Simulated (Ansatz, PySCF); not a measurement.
Breaking the Sn1–H2 bond in H3NSn (SMILES [NH2][SnH]) (multiplicity 1 held, fragments rigid). Energies count from the point at 1.789 Å.
Geometry at that point (charge 0, multiplicity 1):
```xyz
5

Sn    -0.1193     0.1766     0.2440
H     -0.5727     1.3686    -1.0102
N      0.6764    -1.0557    -1.1574
H      0.7003    -0.8664    -2.1480
H      1.1017    -1.9447    -0.9411
```

R- and RO- levels are restricted; in cc, def2 and unpolarised 6-31G sets they are followed outwards from rest. U- levels take the lowest unrestricted solution at each point, which mixes spins at long bonds. Active spaces are followed from a long bond inwards. Left out are points that failed, MP2 points that dive below the minimum, coupled-cluster points behind a jump of the amplitudes or a sharp parting from full CI or MRCI, small-basis points behind a change of solution, and semi-empirical points at long bonds. Levels need not reach the same state.

Cores are frozen in the correlated methods. Filled d and f shells under p-block atoms count as core. Rows in LANL2DZ carry no dispersion term and start afresh at each structure. LANL2DZ brings its own core potentials from Na on.

The values were computed with Ansatz (Gaussian orbitals); PySCF for LANL2DZ rows.  In def2 rows elements past Kr take small-core potentials, without spin–orbit coupling.

Energies in kcal/mol.

```json
[
 {"R (Å)": "1.431", "U-B3LYP/LANL2DZ": "25.2", "R-B3LYP/def2-TZVPP": "25.5", "U-B3LYP/def2-TZVPP": "25.5", "R-MP2/def2-TZVPP": "25.9", "R-CCSD(T)/def2-TZVPP": "26.7", "FIC-MRCISD+Q on CASSCF(2,2)/def2-TZVPP": "26.6"},
 {"R (Å)": "1.610", "U-B3LYP/LANL2DZ": "4.9", "R-B3LYP/def2-TZVPP": "4.8", "U-B3LYP/def2-TZVPP": "4.8", "R-MP2/def2-TZVPP": "4.6", "R-CCSD(T)/def2-TZVPP": "5.1", "FIC-MRCISD+Q on CASSCF(2,2)/def2-TZVPP": "5.0"},
 {"R (Å)": "1.789", "U-B3LYP/LANL2DZ": "0.0", "R-B3LYP/def2-TZVPP": "0.0", "U-B3LYP/def2-TZVPP": "0.0", "R-MP2/def2-TZVPP": "0.0", "R-CCSD(T)/def2-TZVPP": "0.0", "FIC-MRCISD+Q on CASSCF(2,2)/def2-TZVPP": "0.0"},
 {"R (Å)": "1.968", "U-B3LYP/LANL2DZ": "2.9", "R-B3LYP/def2-TZVPP": "3.0", "U-B3LYP/def2-TZVPP": "3.0", "R-MP2/def2-TZVPP": "3.8", "R-CCSD(T)/def2-TZVPP": "3.1", "FIC-MRCISD+Q on CASSCF(2,2)/def2-TZVPP": "3.2"},
 {"R (Å)": "2.146", "U-B3LYP/LANL2DZ": "9.7", "R-B3LYP/def2-TZVPP": "9.7", "U-B3LYP/def2-TZVPP": "9.7", "R-MP2/def2-TZVPP": "11.5", "R-CCSD(T)/def2-TZVPP": "10.1", "FIC-MRCISD+Q on CASSCF(2,2)/def2-TZVPP": "10.1"},
 {"R (Å)": "2.415", "U-B3LYP/LANL2DZ": "22.7", "R-B3LYP/def2-TZVPP": "22.1", "U-B3LYP/def2-TZVPP": "22.1", "R-MP2/def2-TZVPP": "25.6", "R-CCSD(T)/def2-TZVPP": "22.7", "FIC-MRCISD+Q on CASSCF(2,2)/def2-TZVPP": "22.7"},
 {"R (Å)": "2.683", "U-B3LYP/LANL2DZ": "36.1", "R-B3LYP/def2-TZVPP": "34.6", "U-B3LYP/def2-TZVPP": "34.6", "R-MP2/def2-TZVPP": "39.9", "R-CCSD(T)/def2-TZVPP": "34.9", "FIC-MRCISD+Q on CASSCF(2,2)/def2-TZVPP": "34.8"},
 {"R (Å)": "3.130", "U-B3LYP/LANL2DZ": "53.1", "R-B3LYP/def2-TZVPP": "52.8", "U-B3LYP/def2-TZVPP": "51.1", "R-MP2/def2-TZVPP": "60.7", "R-CCSD(T)/def2-TZVPP": "50.6", "FIC-MRCISD+Q on CASSCF(2,2)/def2-TZVPP": "50.6"},
 {"R (Å)": "3.577", "U-B3LYP/LANL2DZ": "61.1", "R-B3LYP/def2-TZVPP": "66.5", "U-B3LYP/def2-TZVPP": "59.3", "R-MP2/def2-TZVPP": "76.6", "R-CCSD(T)/def2-TZVPP": "58.5", "FIC-MRCISD+Q on CASSCF(2,2)/def2-TZVPP": "59.8"},
 {"R (Å)": "4.114", "U-B3LYP/LANL2DZ": "65.3", "R-B3LYP/def2-TZVPP": "78.1", "U-B3LYP/def2-TZVPP": "64.0", "R-MP2/def2-TZVPP": "89.5", "R-CCSD(T)/def2-TZVPP": "58.5", "FIC-MRCISD+Q on CASSCF(2,2)/def2-TZVPP": "64.4"},
 {"R (Å)": "4.829", "U-B3LYP/LANL2DZ": "left out", "R-B3LYP/def2-TZVPP": "87.6", "U-B3LYP/def2-TZVPP": "66.3", "R-MP2/def2-TZVPP": "97.7", "R-CCSD(T)/def2-TZVPP": "51.1", "FIC-MRCISD+Q on CASSCF(2,2)/def2-TZVPP": "66.1"},
 {"R (Å)": "5.724", "U-B3LYP/LANL2DZ": "left out", "R-B3LYP/def2-TZVPP": "93.9", "U-B3LYP/def2-TZVPP": "66.9", "R-MP2/def2-TZVPP": "96.7", "R-CCSD(T)/def2-TZVPP": "44.6", "FIC-MRCISD+Q on CASSCF(2,2)/def2-TZVPP": "66.4"}
]
```

Doubts at one or more of the structures used: a spin-contaminated determinant (U-B3LYP/LANL2DZ, U-B3LYP/def2-TZVPP); a restricted determinant that unrestricted orbitals would lower (R-B3LYP/def2-TZVPP, R-MP2/def2-TZVPP, R-CCSD(T)/def2-TZVPP); other coupled-cluster roots lie near (R-CCSD(T)/def2-TZVPP); T1 above 0.05 (R-CCSD(T)/def2-TZVPP).

Ansatz is a program for electronic structure.
